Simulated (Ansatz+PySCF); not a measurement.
# quintet RuO: levels of theory in one basis

```yaml
atoms:
  - { symbol: Ru, position_ang: [0.0000, 0.0000, 0.0000] }
  - { symbol: O, position_ang: [0.0000, 0.0000, 1.7140] }
```

Basis set: def2-SVP (spherical functions, with the set's core potentials past Kr). Correlated methods keep 1 orbital frozen. Correlation on ROHF uses semicanonical orbitals with singles. Charge 0, multiplicity 5.

Computed with Ansatz (development build ahead of 0.2.0); each method stands on the lowest determinant of its kind that the runs found.

| method | E − E(ROHF) (eV) | <S²> of the determinant |
| --- | --- | --- |
| ROHF | 0.00 | 6.00 |
| UHF | -0.51 | 6.47 |
| ROHF-MP2 | -10.77 | – |

Q: What does UHF-MP2 give on the same scale?

A: -9.09 eV.

Q: Is a single determinant a sound starting point here?

A: It is doubtful. Unrestricted orbitals lower Hartree–Fock by 0.51 eV and <S²> is 6.47 where a pure state has 6.00, a sign of strong static correlation.

Caution: other spin multiplicities were not run. Caution for UHF, UHF-MP2: the unrestricted determinant is spin contaminated.
